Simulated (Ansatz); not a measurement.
Calculated with Ansatz (gas phase, PBE0-D4/def2-TZVP geometries, no zero-point term in ΔE). CCSD(T)/CBS is the MP2 limit (def2-TZVPP, def2-QZVPP) plus CCSD(T) − MP2 in def2-TZVPP, frozen cores. DFT in def2-TZVPP. HSE06 is defined as in plane-wave codes. For Ge outer-core shells are correlated without core-valence functions, which leaves a few kJ/mol of doubt a bond. Scalar relativity is left out up to krypton. One conformer a species, not always the lowest.

`C[O][GeH2][CH3]` + `CS[Si](F)(F)F` → `C[S][GeH2][CH3]` + `CO[Si](F)(F)F`  (redistribution)

```json
{"species": "`C[O][GeH2][CH3]`", "HSE06 energy (Eh)": "-2232.87186"}
{"species": "`CS[Si](F)(F)F`", "HSE06 energy (Eh)": "-1026.92088"}
{"species": "`C[S][GeH2][CH3]`", "HSE06 energy (Eh)": "-2555.77399"}
{"species": "`CO[Si](F)(F)F`", "HSE06 energy (Eh)": "-704.04654"}
```

(1) Work out ΔE.

Largest T1 diagnostic among the species: 0.011.

Results:

(1) ΔE = (-2555.77399) + (-704.04654) − (-2232.87186) − (-1026.92088) = -0.02779 Eh = -0.76 eV. CCSD(T)/CBS gives -0.80 eV.

From BLYP to BHLYP (50 % exact exchange), in def2-TZVPP and without D4, ΔE moves by −0.13 eV. Leaving LDA and LC-ωPBE aside and taking each functional with its dispersion term where it has one, the values, not all of them listed here, spread over 0.19 eV, from BHLYP-D4 to revPBE-D4. LDA lies −0.05 eV from PBE without D4. At CCSD(T), def2-SVP lies +0.10 eV from the extrapolated value and def2-TZVPP −0.00 eV.
